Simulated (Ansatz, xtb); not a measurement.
## Relative energy of two isomers of C6H2O2S

Structure a: `C#CC1=C(S)C(=O)C1=O`, a singlet. Structure b: `C#CC1=CC(=O)OC1=S`, a singlet. Both are isolated molecules in the gas phase, relaxed with r2SCAN-D4/def2-SVP; the shapes shown needn't be the lowest conformers.

a (Å):

```xyz
11

C    -0.2499    0.5910   -1.0017
C     0.2171    0.1583    0.0406
C     0.7741   -0.3395    1.2193
C     0.2565   -0.5459    2.4922
C     1.5627   -1.0877    3.0422
C     2.1505   -0.8560    1.6046
O     1.9329   -1.4965    4.1020
O     3.1975   -1.0097    1.0507
S    -1.2495   -0.3167    3.2592
H    -0.6506    0.9703   -1.9245
H    -1.8944    0.1809    2.1735
```

b (Å):

```xyz
11

C     0.1326    0.8833   -1.0862
C     0.2988    0.3565   -0.0017
C     0.4948   -0.2534    1.2537
C    -0.4288   -0.6488    2.1711
C     0.2827   -1.2297    3.3150
C     1.8429   -0.5810    1.8054
O    -0.1072   -1.7015    4.3396
O     1.6657   -1.1534    3.0190
S     3.2923   -0.3240    1.1253
H    -0.0082    1.3488   -2.0452
H    -1.5141   -0.5736    2.1210
```

Quicker runs give these differences E(b) − E(a): GFN2-xTB −33.8 kcal/mol; HF/STO-3G −28.3 kcal/mol (at GFN2-xTB geometries); r2SCAN-D4/def2-SVP//GFN2-xTB −22.0 kcal/mol.

Q: Estimate E(b) − E(a) at the level CCSD(T)/def2-SVP.

A: Calculated at CCSD(T)/def2-SVP: E(b) − E(a) = −22.4 kcal/mol, so structure b lies lower.

The same difference at several levels:

```json
{"level": "GFN2-xTB", "geometry": "GFN2-xTB", "E(b) − E(a) (kcal/mol)": "−33.8", "departure from the last row (kcal/mol)": "−11.3", "job, with rough time for the two": "optimisation, 0.23 s"}
{"level": "HF/STO-3G", "geometry": "GFN2-xTB", "E(b) − E(a) (kcal/mol)": "−28.3", "departure from the last row (kcal/mol)": "−5.9", "job, with rough time for the two": "single point, 0.48 s"}
{"level": "r2SCAN-D4/def2-SVP//GFN2-xTB", "geometry": "GFN2-xTB", "E(b) − E(a) (kcal/mol)": "−22.0", "departure from the last row (kcal/mol)": "+0.4", "job, with rough time for the two": "single point, 4.2 s"}
{"level": "r2SCAN-D4/def2-SVP", "geometry": "r2SCAN-D4/def2-SVP", "E(b) − E(a) (kcal/mol)": "−21.8", "departure from the last row (kcal/mol)": "+0.7", "job, with rough time for the two": "optimisation, 35 s"}
{"level": "HF/def2-SVP", "geometry": "r2SCAN-D4/def2-SVP", "E(b) − E(a) (kcal/mol)": "−23.0", "departure from the last row (kcal/mol)": "−0.5", "job, with rough time for the two": "part of the CCSD(T) run"}
{"level": "MP2/def2-SVP", "geometry": "r2SCAN-D4/def2-SVP", "E(b) − E(a) (kcal/mol)": "−20.7", "departure from the last row (kcal/mol)": "+1.7", "job, with rough time for the two": "part of the CCSD(T) run"}
{"level": "CCSD(T)/def2-SVP", "geometry": "r2SCAN-D4/def2-SVP", "E(b) − E(a) (kcal/mol)": "−22.4", "departure from the last row (kcal/mol)": "", "job, with rough time for the two": "single point, 53 s"}
```

As drawn, b has 2 C–O, 1 C=S, 1 C–H in place of 1 C–C, 1 C–S, 1 C=O, 1 S–H. Structure a has a 4-membered ring, b a 5-membered ring.

The levels shown agree on the order. The largest departure from CCSD(T)/def2-SVP is that of GFN2-xTB, 11.3 kcal/mol. MP2 in a larger basis moves the difference by 0.0 kcal/mol, a step that isn't added because spin contamination makes open-shell MP2 unreliable in this search.

With thermal terms from frequencies at re-optimised GFN2-xTB minima (ideal gas, soft modes damped towards free rotors, one conformer each, 298.15 K, 1 atm): on the last row, ΔE + ΔZPE = −20.0, ΔH = −20.5, ΔG = −19.3 kcal/mol.

The correlated steps freeze 13 core orbitals. Codes used: Ansatz 0.2.0, xtb 6.7.1; the last row on 4 threads of Arm Neoverse V2 on a shared host.
